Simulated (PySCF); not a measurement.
A side-by-side comparison of computed properties.

First species: C₄H₅F₃OSi.
SMILES with atom numbers: `[F:1][C:2]([F:3])=[C:4]([F:5])/[CH:6]=[CH:7]\[O:8][SiH3:9]` (hydrogens: H10 on C6; H11 on C7; H12, H13, H14 on Si9)

Second species: C2H7F3OSi2.
InChI=1S/C2H7F3OSi2/c3-2(4,5)1(7)8-6/h1,6H,8H2,7H3/t1-/m1/s1

Levels: B3LYP/def2-SVPD for dipole moment, HOMO energy, LUMO energy, HOMO–LUMO gap, static isotropic polarisability and electronic spatial extent ⟨r²⟩ about the centre of nuclear charge; TDDFT B3LYP/def2-SVPD for lowest singlet excitation; TDA B3LYP/def2-SVPD for lowest triplet excitation (Tamm–Dancoff); ΔSCF B3LYP/def2-SVPD for vertical ionisation energy; PBE0-D3(BJ)/def2-SVP for rotational constant A and rotational constant C. Geometries: PBE0-D3(BJ)/def2-SVP. All species are isolated and taken at one optimised geometry, non-relativistic unless stated; the electronic structure was computed with PySCF and density fitting.

Dipoles, sizes and rotational constants follow the conformer. The torsions of the flexible species, by atom-mapped SMILES:
- `[F:1][C:2]([F:3])=[C:4]([F:5])/[CH:6]=[CH:7]\[O:8][SiH3:9]`: C2–C4–C6–C7 -179°, C6–C7–O8–Si9 180°
- `[OH:1][SiH2:2][C@@H:3]([SiH3:4])[C:5]([F:6])([F:7])[F:8]`: O1–Si2–C3–Si4 30°, Si2–C3–C5–F6 -76°, H–O1–Si2–C3 -168°

Values for the first species:

| Item | Value |
| --- | --- |
| Dipole moment | 2.93 D |
| HOMO energy | -6.12 eV |
| LUMO energy | -1.03 eV |
| HOMO–LUMO gap | 5.09 eV |
| Lowest singlet excitation | 4.88 eV |
| Lowest triplet excitation (Tamm–Dancoff) | 2.98 eV |
| Static isotropic polarisability | 92.0 au |
| Vertical ionisation energy | 8.21 eV |
| Electronic spatial extent ⟨r²⟩ about the centre of nuclear charge | 2113 bohr² |
| Rotational constant A | 4.241 GHz |
| Rotational constant C | 0.475 GHz |

(1) Estimate the same properties for the second species, and the change in each.

Answers

(1) 
```json
{"property": "dipole moment", "first": "2.93 D", "second": "2.77 D", "second less first": "-0.16 D"}
{"property": "HOMO energy", "first": "-6.12 eV", "second": "-8.78 eV", "second less first": "-2.66 eV"}
{"property": "LUMO energy", "first": "-1.03 eV", "second": "-0.61 eV", "second less first": "+0.42 eV"}
{"property": "HOMO–LUMO gap", "first": "5.09 eV", "second": "8.17 eV", "second less first": "+3.08 eV"}
{"property": "lowest singlet excitation", "first": "4.88 eV", "second": "7.03 eV", "second less first": "+2.15 eV"}
{"property": "lowest triplet excitation (Tamm–Dancoff)", "first": "2.98 eV", "second": "6.72 eV", "second less first": "+3.74 eV"}
{"property": "static isotropic polarisability", "first": "92.0 au", "second": "83.6 au", "second less first": "-8.4 au"}
{"property": "vertical ionisation energy", "first": "8.21 eV", "second": "10.85 eV", "second less first": "+2.64 eV"}
{"property": "electronic spatial extent ⟨r²⟩ about the centre of nuclear charge", "first": "2113 bohr²", "second": "1418 bohr²", "second less first": "-695 bohr²"}
{"property": "rotational constant A", "first": "4.241 GHz", "second": "1.906 GHz", "second less first": "-2.335 GHz"}
{"property": "rotational constant C", "first": "0.475 GHz", "second": "0.809 GHz", "second less first": "+0.334 GHz"}
```

On the first: The ΔSCF ionisation energy exceeds −ε(HOMO) by 2.09 eV with B3LYP. The polarisability is 13.64 Å³ as a volume (1 au = 0.148185 Å³), or 1.18 au for each of the 78 electrons.

On the second: The 10 singlets span 7.03 to 8.62 eV, and their oscillator strengths add up to 0.22. The dipole matches unit charges of opposite sign 0.58 Å apart (1 e·Å = 4.8032 D).
